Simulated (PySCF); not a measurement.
A PySCF script (with the pyscf-properties extension) for the NMR shieldings of SMILES [SiH3]N([SiH3])[Si@@H]1CC[SiH2]N1, C2H14N2Si4, on a PBE0-D3(BJ)/def2-SVP geometry:

```python
import basis_set_exchange as bse
import numpy as np
from pyscf import gto, dft
from pyscf.prop import nmr

atoms = """
Si   -2.646605   -1.524856   -0.036326
N    -1.313729   -0.390960   -0.053046
Si   -1.376937    1.038152    0.969667
Si    0.146235   -0.594875   -1.003062
C     1.621692   -1.263228   -0.028396
C     2.906427   -0.553327   -0.498346
Si    2.455312    1.234422   -0.920586
N     0.787557    0.977978   -1.387064
H    -2.410276   -2.543216   -1.102906
H    -3.944629   -0.828614   -0.297288
H    -2.766916   -2.228098    1.278683
H    -2.508212    0.840011    1.929096
H    -1.637028    2.289480    0.194946
H    -0.111402    1.210122    1.744721
H    -0.217935   -1.428871   -2.189564
H     1.419979   -1.027788    1.031647
H     1.705008   -2.360667   -0.088760
H     3.279467   -1.016998   -1.427941
H     3.722780   -0.631613    0.237528
H     3.273771    1.806662   -2.035437
H     2.590133    2.161247    0.250060
H     0.246348    1.678324   -1.882537
"""
names = dict.fromkeys(["Si", "N", "C", "H"], "pcSseg-1")
basis = {el: gto.basis.parse(bse.get_basis(n, elements=[el], fmt="nwchem")) for el, n in names.items()}
mol = gto.M(atom=atoms, basis=basis, charge=0, verbose=0)
mf = dft.RKS(mol, xc="PBE0")
mf.grids.level = 2
mf.grids.alignment = dft.numint.BLKSIZE   # the property module wants whole blocks of grid points
mf.conv_tol = 1e-9
mf.kernel()

calc = nmr.RKS(mf)   # GIAO
C = mf.mo_coeff
Co = C[:, mf.mo_occ > 0]
resp = mf.gen_response(singlet=True, hermi=2)
def vind(x):   # induced exchange potential for any number of trial vectors
    d = np.einsum("pi,xij,qj->xpq", C, 2 * x.reshape(-1, C.shape[1], Co.shape[1]), Co, optimize=True)
    return np.einsum("xpq,pi,qj->xij", resp(d - d.transpose(0, 2, 1)), C, Co, optimize=True).ravel()
mo1, _ = nmr.rhf.solve_mo1(calc, with_cphf=vind)
sigma = calc.kernel(mo1)
for i, s in enumerate(sigma):   # ppm
    w = np.linalg.eigvalsh((s + s.T) / 2)
    print("%2d %-2s iso %8.1f  s11 %8.1f  s22 %8.1f  s33 %8.1f" % (i, mol.atom_pure_symbol(i), w.mean(), *w))
```

Task: Give the expected output.

Result: 
```
 0 Si iso    404.7  s11    365.0  s22    377.3  s33    472.0
 1 N  iso    256.8  s11    239.2  s22    250.5  s33    280.8
 2 Si iso    405.8  s11    369.4  s22    384.1  s33    463.9
 3 Si iso    350.2  s11    313.6  s22    362.0  s33    375.0
 4 C  iso    174.2  s11    164.4  s22    174.2  s33    184.0
 5 C  iso    178.3  s11    165.2  s22    177.6  s33    192.2
 6 Si iso    374.8  s11    339.2  s22    357.8  s33    427.4
 7 N  iso    232.4  s11    207.3  s22    230.4  s33    259.4
 8 H  iso     26.6  s11     23.0  s22     25.5  s33     31.2
 9 H  iso     26.6  s11     22.8  s22     24.5  s33     32.6
10 H  iso     26.7  s11     22.9  s22     24.7  s33     32.5
11 H  iso     26.7  s11     23.0  s22     25.2  s33     31.8
12 H  iso     26.7  s11     22.9  s22     24.9  s33     32.2
13 H  iso     26.6  s11     22.7  s22     26.4  s33     30.7
14 H  iso     26.0  s11     22.0  s22     24.7  s33     31.3
15 H  iso     30.6  s11     26.3  s22     29.4  s33     36.2
16 H  iso     30.3  s11     24.7  s22     28.8  s33     37.3
17 H  iso     30.4  s11     25.6  s22     27.5  s33     38.1
18 H  iso     30.2  s11     24.9  s22     27.2  s33     38.5
19 H  iso     26.4  s11     23.0  s22     23.7  s33     32.5
20 H  iso     26.3  s11     22.7  s22     24.3  s33     32.0
21 H  iso     30.6  s11     22.8  s22     27.1  s33     41.9
```

These numbers come from an equivalent density-fitted implementation of the same equations, which agrees with the script to about 0.01 ppm for H and up to a few tenths of a ppm for heavy atoms, so last digits may differ.

Task: Turn these shieldings into chemical shifts. Chemical shifts δ = σref − σ; TMS for $^{29}$Si (σref 351.99), $^{13}$C (σref 184.41), $^{1}$H (σref 31.27); $^{15}$N (σref 265.67) vs NH3, all at this level.

Result: Averaging equivalent atoms: Si 3: 1.8; Si 6: -22.8; Si 0/2: -53.3; N 7: 33.3; N 1: 8.8; C 4: 10.2; C 5: 6.1; H 14: 5.26; H 20: 4.94; H 19: 4.85; H 8/9/10/11/12/13: 4.63; H 18: 1.05; H 16: 1.01; H 17: 0.89; H 21: 0.68; H 15: 0.65 ppm. Experimental scales use liquid or dissolved standards, which lie at an offset from isolated NH3 (liquid NH3: subtract about 20 ppm).

Size and cost of the density-fitted run: 234 basis functions, 48 s wall time on 1 thread of an Intel Xeon 6975P-C, shared host; peak memory 1.1 GiB.
